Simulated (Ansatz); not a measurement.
`[CH3][Zr]([Cl])([Cl])[Cl]` + HI → `[Cl][Zr]([Cl])([Cl])[I]` + CH₄  (ligand exchange at a Zr–C bond)

Gas-phase electronic energies from Ansatz, PBE0-D4/def2-TZVP geometries. CBS: MP2 limit from def2 TZ/QZ plus the TZ coupled-cluster correction, frozen cores. This one scheme is used for every species. Functionals use def2-TZVPP. Elements past krypton have def2 core potentials. For I, Zr outer-core shells are correlated without core-valence functions, which leaves a few kJ/mol of doubt a bond.

| level | ΔE (eV) |
| --- | --- |
| r2SCANh-D4 | -2.02 |
| ωB97M-V | -1.92 |
| LC-ωPBE | -1.88 |
| MP2/def2-SVP | -2.14 |
| HF/def2-TZVPP | -1.99 |
| CCSD(T)/def2-TZVPP | -2.00 |
| HF/def2-QZVPP | -2.00 |
| SCS-MP2/def2-QZVPP | -2.09 |

**Question.** What does CCSD(T)/CBS give? (Best estimate.)

**Answer.** The calculation gave: -2.02 eV. The listed levels differ from it by 0.00, 0.10, 0.14, -0.12, 0.03, 0.02, 0.02, -0.07 eV.

**Question.** What do rigid-rotor, harmonic-oscillator terms from PBE0-D4/def2-TZVP frequencies (298.15 K, 1 bar) make of the CCSD(T)/CBS value? (Estimate.)

**Answer.** Ansatz gave: ΔZPE = +0.16 eV, ΔH = -1.86 eV, ΔS = -15 J/(mol·K), ΔG = -1.81 eV.

Largest T1 diagnostic among the species: 0.015.

Leaving LDA and LC-ωPBE aside and taking each functional with its dispersion term where it has one, the values, not all of them listed here, spread over 0.17 eV, from PBE-QIDH to ωB97X-V. From BLYP to BHLYP (50 % exact exchange), in def2-TZVPP and without D4, ΔE moves by −0.04 eV.
